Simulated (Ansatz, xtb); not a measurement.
# A geometry optimisation of CH2AlBr2F with r2SCAN-D4/def2-SVP

The starting geometry of this gas-phase singlet was built from a drawn formula by distance geometry and a force field; its bonds are those of `F[CH2][Al]([Br])[Br]`.

```yaml
atoms:
  - { symbol: C, position_ang: [0.0584, -0.5571, -1.5719] }
  - { symbol: Al, position_ang: [-0.3852, -0.6878, 0.3623] }
  - { symbol: Br, position_ang: [-2.5327, 0.1287, 1.1059] }
  - { symbol: Br, position_ang: [1.1277, -1.6386, 1.8825] }
  - { symbol: F, position_ang: [0.0609, 0.7441, -2.0019] }
  - { symbol: H, position_ang: [1.0948, -1.0028, -1.7180] }
  - { symbol: H, position_ang: [-0.6925, -1.1276, -2.1660] }
```

Q: Where would you expect an optimisation with r2SCAN-D4/def2-SVP to take it?

A: It keeps its bonds, and is `F[CH2][Al]([Br])[Br]`.

The energy falls by 0.31 eV over 14 steps:

```tsv
step	E − E(last) (eV)
1	0.315
2	0.063
4	0.032
5	0.025
7	0.014
8	0.005
10	0.001
11	0.000
13	0.000
14	0.000
```

Final geometry (Å):

```yaml
atoms:
  - { symbol: C, position_ang: [0.0857, -0.5470, -1.5297] }
  - { symbol: Al, position_ang: [-0.4303, -0.6586, 0.3701] }
  - { symbol: Br, position_ang: [-2.0476, 0.6231, 1.2472] }
  - { symbol: Br, position_ang: [0.6644, -2.1352, 1.6708] }
  - { symbol: F, position_ang: [-0.6552, 0.4134, -2.2081] }
  - { symbol: H, position_ang: [1.1637, -0.3093, -1.6285] }
  - { symbol: H, position_ang: [-0.0493, -1.5274, -2.0288] }
```

From the same start GFN2-xTB ends elsewhere, differing in Al2–F5 (1.93 against 2.80 Å here).

No frequencies were run, so the end isn't proven a minimum. Run with Ansatz 0.2.0, 49 s on 2 threads of Arm Neoverse V1 (shared host).
